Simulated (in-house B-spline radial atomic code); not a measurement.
**Nd XLI (Nd40+): [Ar] 3d2**

All numbers are computed (Dirac-Kohn-Sham BLYP, spherical fractional occupations; Fermi nucleus of rms radius 4.9123 fm) with an all-electron radial atomic-structure program (B-spline basis), not measured.

Effective charges: Z_r = [3n² - l(l+1)]/(2<r>) from the radius, Z_e = n√(-2ε) from the energy, and Slater's rules. Values are occupation-weighted means over j. An effective charge above Z reflects the relativistic contraction of the inner shells.

```csv
shell,electrons,ε (eV),<r> (bohr),Z_r,Z_e,Slater
1s,2,-45604,0.02363,63.48,57.89,59.70
2s,2,-9194.4,0.09968,60.19,51.99,55.85
2p,6,-8485.1,0.08768,57.02,49.95,55.85
3s,2,-3394.8,0.2482,54.38,47.39,48.75
3p,6,-3172.6,0.2425,51.54,45.81,48.75
3d,2,-2901,0.2158,48.67,43.81,41.65
```

The least bound orbital is 3d5/2 at -2889 eV, while the most diffuse is 3s1/2 (<r> = 0.2482 bohr against 0.217 bohr): energy order and size order differ.

Spin-orbit splittings of the orbital energies (j = l + 1/2 above j = l - 1/2 when positive): 2p 527.6 eV, 3p 125.7 eV, 3d 29.34 eV.

For the 1s electron the small component carries 4.95 % of the norm, the zero-frequency Breit interaction raises the level by 122.3 eV, self-energy by 72.07 eV, and vacuum polarisation lowers it by 11.07 eV.
